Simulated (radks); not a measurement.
Isoelectronic series with 12 electrons, all held in the configuration [Ne] 3s2, which need not be the ground one along the series. Method: scalar-relativistic Kohn-Sham, PBE, spin-polarised, spherical densities, point nucleus; computed with a radial shooting solver on a logarithmic mesh with Libxc functionals. Total energies (hartree) and mean radii <r> (bohr):

\begin{tabular}{lrrrr}
ion & E (hartree) & 3s & 2p & 2s \\ \hline
Mg & -200.27984 & 3.150 & 0.6894 & 0.6972 \\
Al+ & -242.47297 & 2.377 & 0.6029 & 0.6258 \\
Si2+ & -288.96468 & 1.951 & 0.5362 & 0.5672 \\
P3+ & -339.74808 & 1.670 & 0.4830 & 0.5183 \\
S4+ & -394.82374 & 1.466 & 0.4395 & 0.4770 \\
Cl5+ & -454.19581 & 1.310 & 0.4033 & 0.4417 \\
Ar6+ & -517.87060 & 1.186 & 0.3727 & 0.4112 \\
K7+ & -585.85596 & 1.084 & 0.3464 & 0.3845 \\
Ca8+ & -658.16091 & 0.9990 & 0.3236 & 0.3611 \\
Sc9+ & -734.79550 & 0.9267 & 0.3036 & 0.3402 \\
Ti10+ & -815.77070 & 0.8644 & 0.2859 & 0.3216 \\
V11+ & -901.09830 & 0.8101 & 0.2702 & 0.3049 \\
Cr12+ & -990.79093 & 0.7623 & 0.2561 & 0.2898 \\
\end{tabular}
